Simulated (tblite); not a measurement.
Compound: C6H6F3S (charge -1).
Atom-mapped SMILES: `[CH:1]#[C:2][C@@H:3]([C@H:4]([CH3:5])[S-:6])[C:7]([F:8])([F:9])[F:10]` (hydrogens: H11 on C1; H12 on C3; H13 on C4; H14, H15, H16 on C5)

The geometry is computed with GFN2-xTB (gas phase).

Question: What internal coordinates does the optimisation give?

Answer: 
| bond | length (Å) |
| --- | --- |
| C1≡C2 | 1.197 |
| C2–C3 | 1.446 |
| C3–C4 | 1.561 |
| C4–C5 | 1.524 |
| C4–S6 | 1.804 |
| C3–C7 | 1.518 |
| C7–F8, C7–F9 | 1.347 |
| C7–F10 | 1.360 |
| C1–H11 | 1.049 |
| C3–H12 | 1.098 |
| C4–H13 | 1.101 |
| C5–H14, C5–H15, C5–H16 | 1.090 |

Bonds in one row agree within 0.01 Å and their mean is given. A selection of angles:
| angle | degrees |
| --- | --- |
| C2–C1–H11 | 178.1 |
| C1–C2–C3 | 178.5 |
| C2–C3–C4 | 112.6 |
| C2–C3–C7 | 108.4 |
| C2–C3–H12 | 109.1 |
| C4–C3–C7 | 113.4 |
| C4–C3–H12 | 106.5 |
| C7–C3–H12 | 106.6 |
| C3–C4–C5 | 112.2 |
| C3–C4–S6 | 108.6 |
| C3–C4–H13 | 106.6 |
| C5–C4–S6 | 111.8 |
| C5–C4–H13 | 109.2 |
| S6–C4–H13 | 108.1 |
| C4–C5–H14 | 112.3 |
| C4–C5–H15 | 109.6 |
| H14–C5–H15 | 109.2 |
| H15–C5–H16 | 108.3 |
| C3–C7–F8 | 115.1 |
| C3–C7–F9 | 113.7 |
| C3–C7–F10 | 112.3 |
| F8–C7–F9 | 105.5 |

Torsions: C2–C3–C4–C5 47° (synclinal); C2–C3–C7–F8 -58° (synclinal).

The 5 C–C bonds span 1.197 Å (C1≡C2, drawn triple) to 1.561 Å (C3–C4, drawn single), a spread of 0.364 Å. Of the pairs four or more bonds apart, C2···H15 is among the closest relative to their van der Waals radii: 2.59 Å, 89 % of the sum of Bondi's values.

Point group: C1 (no symmetry element, even within 0.4 Å). Its GFN2-xTB frequencies are all real (lowest 25 cm⁻¹).

One conformer stands for the species.
